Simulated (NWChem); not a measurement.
**Total energies of C₂H₄NO**

SMILES: C[N]C=O
```xyz
8

C     -1.4420    -0.2785     0.0543
N     -0.2799    -0.3301    -0.7628
C      0.9285    -0.0545    -0.1776
O      1.0718     0.7163     0.7519
H     -2.2300     0.3068    -0.4472
H     -1.8450    -1.3071     0.1373
H     -1.2486     0.1119     1.0680
H      1.7899    -0.5330    -0.6945
```
Charge 0, spin multiplicity 2.

Program: NWChem. All single points use one geometry, from UPBE0/def2-SVP, a minimum by its harmonic frequencies. It is one conformer; others weren't searched.

Basis set: STO-3G (24 functions).

```
method      total energy (Ha)  relative cost
----------  -----------------  -------------
UHF                -204.66461              1
UMP2               -204.82254        under 3
UB2PLYP            -205.46643        under 3
UPBE               -205.54463        under 3
UB3LYP             -205.77454        under 3
UCAM-B3LYP         -205.66643        under 3
```

Total energies of different functionals aren't comparable as a measure of quality: only differences taken within one method are. Costs are rough ratios of processor time within this set of runs, SCF included, with UHF as 1.

The correlated methods keep 4 core orbitals frozen. B3LYP has NWChem's definition, with VWN1-RPA local correlation. GW and range-separated runs recompute their integrals, the others keep them in memory, which bears on the times. The structure started from a generated list of species. The stability of the SCF solutions was not checked. Open-shell Hartree-Fock references start from PBE0 orbitals; any time given for them includes that run.
